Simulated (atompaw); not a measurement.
## Which change was made? (Ge, PAW (atompaw))

atompaw 4.2.0.5 input, output lines left out:

```
Ge 32
GGA-PBESOL scalarrelativistic loggrid 1500 logderivrange -4 5 226
4 4 3 0 0 0
4 1 2
0 0 0
c
c
c
v
c
c
v
v
2
2.45 1.85 2.00 2.25
y
-0.05
n
y
0.75
n
y
0.05
n
custom rrkj vanderbiltortho sinc
3 0 ultrasoft
2.45
1.95
2.45
2.45
1.35
1.35
```

Cutoffs, loose and tight: the cutoffs (Ry, on a coarse ladder) from which the occupation-weighted sum of valence levels, in a spherical-Bessel basis at the reference potential, stays within 10 and 1 mRy of its value at 400 Ry. They see the waves, projectors and local potential, not the compensation charge or the core.

The base gives: outcome: generated; cutoff, loose: 70 Ry; cutoff, tight: 140 Ry; bound ghosts: none.

Task: After one change the result is: outcome: generated; cutoff, loose: 35 Ry; cutoff, tight: 60 Ry; bound ghosts: none. Which change was it?
A. all radii scaled by about 1.29 (s 3.16, p 3.16, d 1.74 bohr); local potential ultrasoft scheme with l = 3 at 0 Ry, radius 2.58 bohr; augmentation sinc compensation charge, radius 2.38 bohr; PAW radius 3.16 bohr; waves and projectors: custom rrkj vanderbiltortho; core correction smooth core density matched at 2.90 bohr
B. all radii scaled by about 0.85 (s 2.08, p 2.08, d 1.14 bohr); local potential ultrasoft scheme with l = 3 at 0 Ry, radius 1.70 bohr; augmentation sinc compensation charge, radius 1.58 bohr; PAW radius 2.08 bohr; waves and projectors: custom rrkj vanderbiltortho; core correction smooth core density matched at 1.92 bohr
C. all radii scaled by about 0.78 (s 1.90, p 1.90, d 1.06 bohr); local potential ultrasoft scheme with l = 3 at 0 Ry, radius 1.56 bohr; augmentation sinc compensation charge, radius 1.44 bohr; PAW radius 1.90 bohr; waves and projectors: custom rrkj vanderbiltortho; core correction smooth core density matched at 1.76 bohr
D. all radii scaled by about 1.04 (s 2.54, p 2.54, d 1.40 bohr); local potential ultrasoft scheme with l = 3 at 0 Ry, radius 2.08 bohr; augmentation sinc compensation charge, radius 1.92 bohr; PAW radius 2.54 bohr; waves and projectors: custom rrkj vanderbiltortho; core correction smooth core density matched at 2.34 bohr

Result: A. The others give: all radii scaled by about 0.85 (s 2.08, p 2.08, d 1.14 bohr); local potential ultrasoft scheme with l = 3 at 0 Ry, radius 1.70 bohr; augmentation sinc compensation charge, radius 1.58 bohr; PAW radius 2.08 bohr; waves and projectors: custom rrkj vanderbiltortho; core correction smooth core density matched at 1.92 bohr → outcome: generated; cutoff, loose: 120 Ry; cutoff, tight: 180 Ry; bound ghosts: none | all radii scaled by about 0.78 (s 1.90, p 1.90, d 1.06 bohr); local potential ultrasoft scheme with l = 3 at 0 Ry, radius 1.56 bohr; augmentation sinc compensation charge, radius 1.44 bohr; PAW radius 1.90 bohr; waves and projectors: custom rrkj vanderbiltortho; core correction smooth core density matched at 1.76 bohr → outcome: generated; cutoff, loose: 140 Ry; cutoff, tight: 230 Ry; bound ghosts: none | all radii scaled by about 1.04 (s 2.54, p 2.54, d 1.40 bohr); local potential ultrasoft scheme with l = 3 at 0 Ry, radius 2.08 bohr; augmentation sinc compensation charge, radius 1.92 bohr; PAW radius 2.54 bohr; waves and projectors: custom rrkj vanderbiltortho; core correction smooth core density matched at 2.34 bohr → outcome: generated; cutoff, loose: 60 Ry; cutoff, tight: 100 Ry; bound ghosts: none.
